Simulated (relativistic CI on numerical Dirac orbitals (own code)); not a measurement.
**The 3d ions of charge 1+**

Calculated at this level of theory: Dirac-Coulomb-Breit CI, separate exchange-only KLI orbitals for each configuration, a model potential for QED, valence Slater integrals scaled by 0.75 (own radial code, finite nucleus).

Each species is treated in one configuration, given outside its closed core, with all valence electrons in the open shell. Radial values are for the open shell of highest l, unscaled and averaged over j; ζ includes the Breit term. Labels give the leading LS character, summed over repeated terms.

```
Ion  Configuration  Its lowest level  LS weight (%)  F² (cm⁻¹)  F⁴ (cm⁻¹)  ⟨r⟩ (bohr)  ⟨r²⟩ (bohr²)  ζ (cm⁻¹)
Sc+            3d²               ³F2            100      47490      29090       1.904         4.794     36.37
Ti+            3d³             ⁴F3/2            100      54530      33470        1.67          3.69     72.93
 V+            3d⁴               ⁵D0            100      60920      37440       1.502         2.991       120
Cr+            3d⁵             ⁶S5/2            100      66910      41150       1.372         2.503     179.3
Mn+            3d⁶               ⁵D4            100      72620      44700       1.268         2.141     252.8
Fe+            3d⁷             ⁴F9/2            100      78150      48120       1.181         1.862     342.3
Co+            3d⁸               ³F4            100      83530      51450       1.107          1.64     449.8
Ni+            3d⁹             ²D5/2            100                             1.043          1.46     577.6
```

NIST ASD lists another ground level for Sc+ (3D1), Ti+ (4F3/2), Mn+ (7S3), Fe+ (6D9/2).

At low charge ζ of a weakly bound d or f electron comes out too small.
